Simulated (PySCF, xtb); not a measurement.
Cl2FH3Si2, SMILES F[SiH2][SiH](Cl)Cl. The values are those of a single conformer.

Harmonic wavenumbers (cm⁻¹) from GFN2-xTB (xtb 6.7.1) at its own minimum, in rising order: 21, 89, 130, 141, 186, 387, 426, 487, 523, 579, 617, 636, 718, 774, 817, 2214, 2287, 2307.

What does B3LYP-D3(BJ)/def2-SVP (PySCF) give at its own minimum? (Estimate from the structure and the level; the computed values follow.)

54, 71, 136, 171, 212, 415, 516, 534, 576, 733, 754, 801, 854, 915, 949, 2234, 2248, 2253. Paired by order, the mean absolute difference is 73 cm⁻¹ and the zero-point energies are 19.1 and 20.6 kcal/mol.
